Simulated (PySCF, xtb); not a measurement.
C₂H₈AlFSi, SMILES [Al]([CH3])([CH3])[SiH2]F.

GFN2-xTB (xtb) at its own geometry gives an orbital gap of 3.61 eV and a dipole moment of 3.20 D.

Geometry optimised at ωB97X-D3(BJ)/def2-SVP. The structure was generated by enumeration; whether it is a known compound was not checked. Other conformers were not sampled.

What does PBE/def2-TZVP (PySCF) give? (The exact figures need the calculation; the answer reports its results.)

gap 3.77 eV (levels -6.05 and -2.28 eV), dipole 2.19 D.
